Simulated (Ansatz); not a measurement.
C₃H₈ClNSi, SMILES `C=CCN[SiH2]Cl`. The species carries charge 0 and has multiplicity 1. The geometry is a stationary point of PBE0-D4/def2-TZVP. It is one conformer, not always the lowest.

```xyz
14

C     0.605    0.598   -2.144
C    -0.178    1.224   -1.279
C    -0.416    0.811    0.139
N     0.404   -0.293    0.579
Si   -0.146   -1.564    1.560
Cl   -0.511   -1.038    3.532
H     1.135   -0.308   -1.870
H     0.730    0.963   -3.155
H    -0.707    2.124   -1.586
H    -0.291    1.691    0.786
H    -1.470    0.525    0.248
H     1.392   -0.090    0.559
H     0.900   -2.608    1.592
H    -1.448   -2.036    1.040
```

Question: What is the dipole moment at r2SCAN/def2-TZVPP? (An estimate is asked.)

Answer: Computed: 1.90 D, with components (0.56, 0.91, -1.57) D in this frame, pointing from negative to positive charge.

Question: And with PBE, B3LYP, ωB97M-V? (Estimate.)

Answer: Ansatz gave: PBE 1.87 D, B3LYP 1.89 D, ωB97M-V 1.89 D.

Question: Give the Mulliken charges with r2SCAN, PBE, ωB97M-V in def2-TZVPP. (Estimate.)

Answer: Computed: 
```csv
atom,r2SCAN,PBE,ωB97M-V
C1,-0.20,-0.20,-0.22
C2,-0.11,-0.14,-0.14
C3,0.11,0.02,-0.03
N4,-0.32,-0.23,-0.29
Si5,0.50,0.37,0.37
Cl6,-0.28,-0.25,-0.25
H7,0.07,0.07,0.09
H8,0.08,0.10,0.10
H9,0.06,0.08,0.10
H10,0.06,0.09,0.12
H11,0.04,0.07,0.10
H12,0.13,0.13,0.11
H13,-0.07,-0.06,-0.02
H14,-0.07,-0.06,-0.03
```

B3LYP here is the variant with VWN-RPA as its local correlation; programs differ in this.
